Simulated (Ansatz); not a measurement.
Stepwise reaction of `C[O][AlH2]` with hydrogen chloride, as a gas-phase model of exchange steps in deposition or etching. ΔE in kJ/mol; ΔG adds harmonic PBE0-D4 terms to CCSD(T)/CBS, at 1 bar.

Gas-phase electronic energies from Ansatz, PBE0-D4/def2-TZVP geometries. CCSD(T)/CBS adds triple-zeta CCSD(T) − MP2 to the extrapolated MP2 energy (def2 sets, frozen cores). This one scheme is used for every species. DFT in def2-TZVPP. B3LYP here is the variant with VWN-RPA as its local correlation; programs differ in this. One conformer a species, not always the lowest.

```csv
step,reaction,PBE-D4,B3LYP-D4,ωB97M-V,CCSD(T)/CBS,ΔG(600 K)
1,`C[O][AlH2]` + HCl → `C[O][AlH][Cl]` + H₂,-149.5,-151.8,-152.6,-154.4,-144.9
```

**Question.** Give the row of step 2, `C[O][AlH][Cl]` + HCl → `C[O][Al]([Cl])[Cl]` + H₂. (An estimate is asked.)

**Answer.** Computed: 
```
step                                           reaction  PBE-D4  B3LYP-D4  ωB97M-V  CCSD(T)/CBS  ΔG(600 K)
   2  `C[O][AlH][Cl]` + HCl → `C[O][Al]([Cl])[Cl]` + H₂  -129.2    -132.1   -132.1       -135.4     -126.0
```

**Question.** By hand: ΔE of the 2 steps together at CCSD(T)/CBS.

**Answer.** (-154.4) + (-135.4) = -289.8 kJ/mol, or -144.9 kJ/mol a step.

In ΔE each step is higher than the one before. All are downhill at CCSD(T)/CBS. ΔG lies between -144.9 and -126.0 kJ/mol a step. PBE-D4 differs from CCSD(T)/CBS by 4.9 to 6.2 kJ/mol a step. Isolated molecules leave out the surface, adducts and barriers. Largest T1 diagnostic: 0.012.
